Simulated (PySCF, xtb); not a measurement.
Si(H)(Me)2(NH2) (C2H9NSi), SMILES C[SiH](C)N.

xtb with GFN2-xTB at its own geometry gives an orbital gap of 6.37 eV and a dipole moment of 1.28 D.

Geometry: B3LYP-D3(BJ)/def2-SVP. One conformer was computed; it need not be the lowest.

Task: What does HF/def2-TZVP run with PySCF give? (The exact figures need the calculation; the answer reports its results.)

Result: gap 13.93 eV (levels -10.52 and 3.41 eV), dipole 1.24 D.
